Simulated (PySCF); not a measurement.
CH7ClFNSi2, SMILES CN[SiH2][Si@@H](F)Cl. Atoms are numbered in the order given.

```xyz
13

C     -3.2398    -1.0913    -0.5772
N     -1.7860    -1.0672    -0.5657
Si    -0.8119     0.2670    -1.0920
Si     1.2679     0.0080    -0.0416
F      2.3034     1.1538    -0.5621
Cl     1.0146     0.2593     2.0034
H     -3.6324    -1.7172     0.2422
H     -3.6747    -1.4649    -1.5253
H     -3.6287    -0.0729    -0.4186
H     -1.3677    -1.9928    -0.5674
H     -1.4522     1.5265    -0.6167
H     -0.5990     0.4043    -2.5726
H      1.9335    -1.3075    -0.2450
```

Geometry: B3LYP-D3(BJ)/def2-SVP. The structure was generated by enumeration; whether it is a known compound was not checked. The values are those of a single conformer.

Method: SMD-B3LYP/6-31G* in PySCF.

Solvation free energies are E(SMD) − E(gas) at the gas-phase geometry, for 1 M in both phases. In vacuum the dipole moment is 3.24 D.

```csv
solvent,ΔG(solv) (kcal/mol),its non-electrostatic (CDS) part,dipole (D)
water,[?],[?],[?]
acetonitrile,-4.8,-0.1,3.97
2-propanol,-5.2,-0.7,3.94
```

Q: Complete the blanks. (Estimate from the structure and the level; the computed values follow.)

A: 
- water, ΔG(solv) (kcal/mol): -0.5
- water, its non-electrostatic (CDS) part: 4.3
- water, dipole (D): 3.98
